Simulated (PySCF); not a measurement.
C2H2N, SMILES [CH2]C#N, multiplicity 2.

Geometry: PBE0-D3(BJ)/def2-TZVP. The isomer is the one that the SMILES or the coordinates give; other isomers of the formula were not compared.

Level of theory: TDA-PBE/def2-TZVPD (PySCF 2.14.0).

Vertical excitations. Isolated molecule, no solvent.

Computed lowest excited states:
```csv
state,energy (eV),λ (nm),f,main pairs
root 1,3.59,346,0.000,β HOMO→LUMO 99 %
root 2,4.10,302,0.003,β HOMO−1→LUMO 99 %
root 3,4.67,266,0.032,"α HOMO→LUMO+2 11 %, β HOMO−2→LUMO 85 %"
root 4,5.55,223,0.000,α HOMO→LUMO 99 %
root 5,5.88,211,0.010,α HOMO→LUMO+1 100 %
root 6,6.53,190,0.000,"α HOMO−1→LUMO 44 %, β HOMO→LUMO+1 53 %"
root 7,7.09,175,0.000,β HOMO−3→LUMO 97 %
root 8,7.28,170,0.003,α HOMO→LUMO+3 100 %
root 9,7.42,167,0.085,"α HOMO→LUMO+2 71 %, α HOMO−1→LUMO 14 %, β HOMO→LUMO+1 8 %"
root 10,7.52,165,0.000,"α HOMO−2→LUMO 42 %, β HOMO−1→LUMO+1 57 %"
```
Unrestricted roots are not spin-pure.
